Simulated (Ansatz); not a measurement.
Consider the redistribution: `CCCBS` + `C[BH][AlH2]` → `CBS` + `CCC[BH][AlH2]`.

Computed with Ansatz on PBE0-D4/def2-TZVP structures; ΔE is electronic, products minus reactants. CCSD(T)/CBS is the MP2 limit (def2-TZVPP, def2-QZVPP) plus CCSD(T) − MP2 in def2-TZVPP, frozen cores. DFT in def2-TZVPP. B3LYP here is the variant with VWN-RPA as its local correlation; programs differ in this. One conformer a species, not always the lowest.

Question: Is it downhill or uphill in electronic energy at CCSD(T)/CBS, and by how much? (Best estimate.)

Answer: Ansatz gave: Downhill: ΔE = -4.6 kJ/mol.

Question: What do these levels give: B3LYP-D4, PBE0, CCSD(T)/def2-TZVPP, HF/def2-QZVPP, HF/CBS(def2), CCSD/CBS(def2)? (Estimate.)

Answer: The calculation gave: B3LYP-D4 -5.2, PBE0 -5.7, CCSD(T)/def2-TZVPP -4.6, HF/def2-QZVPP -7.1, HF/CBS(def2) -7.1, CCSD/CBS(def2) -4.9 kJ/mol.

Largest T1 diagnostic among the species: 0.013.
